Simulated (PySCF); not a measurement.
AlFH4O3Si. Atoms are numbered in the order given.

```xyz
10

Si     1.9479    -0.0260    -0.2798
F      2.4488     0.3041     1.2333
O      0.3328     0.2065    -0.3664
Al    -1.3343    -0.0488    -0.1403
O     -1.8946    -1.6470    -0.0295
O     -2.4275     1.2490    -0.0540
H      2.3067    -1.4355    -0.5605
H      2.6382     0.9182    -1.1879
H     -2.8256    -1.8647     0.0943
H     -2.1686     2.1760    -0.1049
```

Geometry: TPSSh-D3(BJ)/def2-SVP. The structure was generated by enumeration; whether it is a known compound was not checked. The values are those of a single conformer.

Computed with M06-2X/def2-TZVP (PySCF).

Atomic charges (e):

```csv
atom,meta-Löwdin,Löwdin
Si1,1.20,0.11
F2,-0.53,-0.03
O3,-0.87,0.02
Al4,1.33,-0.13
O5,-0.79,-0.12
O6,-0.79,-0.13
H7,-0.13,-0.05
H8,-0.13,-0.05
H9,0.36,0.19
H10,0.36,0.19
```
